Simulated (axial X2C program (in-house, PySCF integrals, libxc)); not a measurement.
## PbP at several levels of theory

All values were computed with an axial X2C code built on PySCF integrals. Spin-free means the one-electron spin-free X2C Hamiltonian. Basis: Pb dyall-cv3z [12s14p10d7f1g], P dyall-v3z [8s7p2d1f] (cores contracted in-house); Gaussian nuclei, density fitting, unrestricted open shells. Masses: Pb 207.977 u, P 30.974 u.

State, spin-free: M_S = 1/2, Λ = 1 (beyond evenly filled blocks: π+α, π+β, π-α); electrons by block: σα: 19, σβ: 19, π+α: 10, π+β: 10, π-α: 10, π-β: 9, δ+α: 4, δ+β: 4, δ-α: 4, δ-β: 4, φ+α: 1, φ+β: 1, φ-α: 1, φ-β: 1. Fragments: Pb + P.

```csv
Hamiltonian,level,Re (Å),ωe (cm⁻¹),αe (cm⁻¹),De (eV),D0 (eV),k (mdyn/Å),μ (D)
spin-free,PBE0,2.412,372.6,0.000485,2.53,2.50,2.21,-2.88
spin-free,HF,2.567,259.0,0.00049,0.601,0.585,1.07,-2.30
spin-free,CCSD,2.432,347.3,0.000612,1.97,1.95,1.92,n/a
spin-free,CCSD(T),2.430,361.2,0.000527,2.16,2.14,2.07,n/a
spin-free,B97-3,2.427,372.1,0.000388,2.81,2.79,2.2,-3.11
```

Correlated methods: 9 electrons correlated (number of frozen shells: Pb 5 s, 4 p, 3 d, 1 f; P 2 s, 1 p), 233 virtual spin orbitals or spinors in MP2, 90 natural virtuals in coupled cluster.

Dipoles are positive if P is the positive end.

The state is a single determinant with fixed occupations, the lowest that a limited PBE0 search found. De is counted from the lowest determinant-based energies of the atoms at the same level, without counterpoise correction. CCSD and (T) use frozen natural virtuals with an MP2 correction for the truncation; (T) itself is uncorrected, so its De runs slightly low. Other states lie close and PBE0, whose exact exchange favours high spin, may order them wrongly; the determinant shown need not be the ground state. The nearest other spin-free determinant of the search, M_S = 1/2, Λ = 0, lies 0.43 eV up at the distance of the search. The functionals have no current-density term, which raises determinants with orbital currents, atoms included. The determinant is spin-polarised beyond a pure state at some levels (its spin-free form has ⟨S²⟩ too high), which makes Re and μ there less reliable. The T1 diagnostic is large, a sign of multireference character. With the outer-core shells frozen, correlated bond lengths of heavy atoms tend to come out a few hundredths of an ångström too long. Spin-free De lacks the spin–orbit lowering of the heavy p-block atom, a tenth of an eV or more for 4p and 5p, up to an eV for 6p and one to two eV for 7p atoms, less what an open-shell molecule gains itself.

No reliable constants came from B97-3 (2c), CCSD (2c), CCSD(T) (2c), HF (2c), MP2 (2c), MP2 (spin-free), PBE0 (2c): no minimum in range, unconverged points, a curve that is not smooth, a change of character along it, or the two Hamiltonians disagreeing along it.

The whole task took 3.7 min on 1 thread of AMD EPYC 7B13 (Zen 3), with other jobs on the host.
